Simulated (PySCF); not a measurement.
**r²SCAN beside CCSD(T) along the second period: bonds to Te**

r²SCAN and CCSD(T) in PySCF with def2-TZVPP on every atom (core potentials on Te), for the lowest determinant that a PBE0 search found; no spin–orbit coupling.

| molecule | state (unpaired electrons) | r²SCAN Re (Å) | r²SCAN ωe (cm⁻¹) | r²SCAN De (eV) | CCSD(T) Re (Å) | CCSD(T) ωe (cm⁻¹) | CCSD(T) De (eV) |
| --- | --- | --- | --- | --- | --- | --- | --- |
| BTe | doublet (σ ↑) | 1.952 | 823 | 4.23 | 1.959 | 816 | 3.82 |
| TeC | singlet (closed shell) | 1.893 | 880 | 4.76 | 1.903 | 855 | 4.80 |
| TeO | triplet (π ↑↑) | 1.824 | 823 | 4.32 | ? | ? | ? |
| TeF | doublet (π ↑) | 1.912 | 621 | 3.59 | 1.906 | 629 | 3.29 |

(1) Estimate the CCSD(T) values of TeO by adding the mean shift from r²SCAN to CCSD(T) of the other rows, and compare with the calculation.

(2) What are the mean differences of r²SCAN from CCSD(T) over the whole series?

In a basis of this size CCSD(T) is itself not converged; it tends to give bonds that are too long and too weak.

Correlated steps freeze 5 core orbitals. UHF and ROHF references stand side by side, which adds small steps between rows. Spin–orbit coupling is left out, which matters for elements this heavy, above all for dissociation energies. Where the molecule has an RHF reference, its open-shell atoms are computed with UHF. The CCSD T1 diagnostic is raised in TeC, a sign that a single reference may not be enough there. States were picked by a PBE0 search and need not be the measured ground states.

Answers

(1) The mean shifts are +0.4 pm, -8 cm⁻¹ and -0.22 eV, which give 1.828 Å, 815 cm⁻¹ and 4.10 eV. CCSD(T)/def2-TZVPP gives Re = 1.826 Å, ωe = 814 cm⁻¹, De = 3.84 eV.

(2) Re -0.3 pm, ωe +8 cm⁻¹, De +0.29 eV.
